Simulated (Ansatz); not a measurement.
The cluster As₂S₂ (the lowest singlet isomer of a short search) was relaxed with r2SCAN-D4 (def2-SVP) in Ansatz in these states: neutral quintet, neutral singlet, neutral triplet. The geometries follow in no particular order.

A:

```xyz
4

As    0.742    1.162   -0.639
As   -0.664   -0.833    1.084
S     1.380   -0.906    0.077
S    -1.458    0.577   -0.522
```

B:

Cartesian coordinates in Å:
```
As 1.073 -0.298 -0.480
As -1.135 0.315 0.514
S -2.061 -0.789 -1.119
S 2.123 0.773 1.086
```

C:

```xyz
4

As    0.735   -0.933   -0.540
As    0.256    0.678    1.085
S    -1.264   -0.986    0.605
S     0.273    1.241   -1.150
```

Task: Judge from the bond lengths which geometry belongs to which state (an estimate).

Result: A is the neutral triplet (As2–S4 2.280 Å, As1–S3 2.280 Å, As1–As2 2.987 Å); B is the neutral quintet (As2–S4 3.340 Å, As1–S3 3.236 Å, As1–As2 2.498 Å); C is the neutral singlet (As2–S4 2.305 Å, As1–S3 2.305 Å, As1–As2 2.338 Å).

At PBE0-D4/def2-TZVP a singlet lies 0.90 eV below the neutral triplet. At PBE0-D4/def2-TZVP a singlet lies 3.36 eV below the neutral quintet. These are the stationary points nearest to one start from a short search; other shapes may lie lower in each state.
